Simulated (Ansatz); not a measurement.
Program: Ansatz. Geometries: PBE0-D4/def2-TZVP. ΔE: electronic, gas phase. CBS: MP2 limit from def2 TZ/QZ plus the TZ coupled-cluster correction, frozen cores. For Ge outer-core shells are correlated without core-valence functions, which leaves a few kJ/mol of doubt a bond. Scalar relativity is left out up to krypton. One conformer a species, not always the lowest.

Reaction (redistribution): `[F][GeH2][SiH2]Cl` + `[GeH3][C]1=CC1` → `[F][GeH2][C]1=CC1` + `Cl[SiH2][GeH3]`

```tsv
level	ΔE (kcal/mol)
CCSD(T)/def2-TZVPP	-3.7
CCSD/CBS(def2)	-3.6
```

Problem. What does CCSD(T)/CBS give? (Estimate.)

Solution. The calculation gave: -3.6 kcal/mol. The listed levels differ from it by -0.1, 0.0 kcal/mol.

Largest T1 diagnostic among the species: 0.011.
